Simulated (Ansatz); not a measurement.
# Match the barriers

Saddle point of SiN2H6S, closed shell (SiN₂H₆S ([NH2][SiH]([NH2])[SH]) → SiN₂H₄S ([NH2][Si]([NH2])[S]) + H₂; bonds formed: H2–H4; bonds broken: Si1–H2, S3–H4), PBE0-D4/def2-TZVP structure:

```xyz
10
angstrom
Si -0.2815 0.0851 -0.1736
H 0.5840 -0.7251 -1.3999
S -1.7924 0.4294 -1.4654
H -0.2990 -0.4187 -1.8172
N 0.7480 1.3276 0.3135
N -0.4311 -1.0569 1.0569
H 0.8356 2.1586 -0.2462
H 1.4849 1.2263 0.9905
H 0.2686 -1.2376 1.7565
H -1.1173 -1.7886 0.9848
```

Program: Ansatz 0.2.0. Basis: def2-TZVPP, with def2-QZVPP for the basis limit. Cores are frozen in the correlated methods. Extrapolation: Hartree–Fock as exp(−7.88 √X), correlation as X^−2.97. Four methods, as single points on the PBE0-D4 structures, gave these electronic barriers from the start structure: 32.74, 38.49, 47.79, 56.89 kcal/mol.

(1) The methods were, in alphabetical order, BHLYP-D4, HF, r2SCAN-D4, SPW92. Which gave which? (Judge from chemistry; the calculation decides.)

No T1 diagnostic of these runs exceeds 0.013.

## Answers

(1) Computed: SPW92 32.74; r2SCAN-D4 38.49; BHLYP-D4 47.79; HF 56.89 kcal/mol. For comparison, CCSD(T) at an estimated basis limit (MP2 extrapolated from triple and quadruple zeta, plus CCSD(T) − MP2 in triple zeta) gives 43.96 kcal/mol.

Labels in which every atom is bracketed show which atoms are joined, not bond orders.

For scale, one of the runs: CCSD(T)/def2-TZVPP, 230 basis functions (an equivalent command: `ansatz run in.yaml --threads 4`). Hardware: 4 CPU threads, shared host. Wall time 63 s; peak host memory 3.7 GiB.
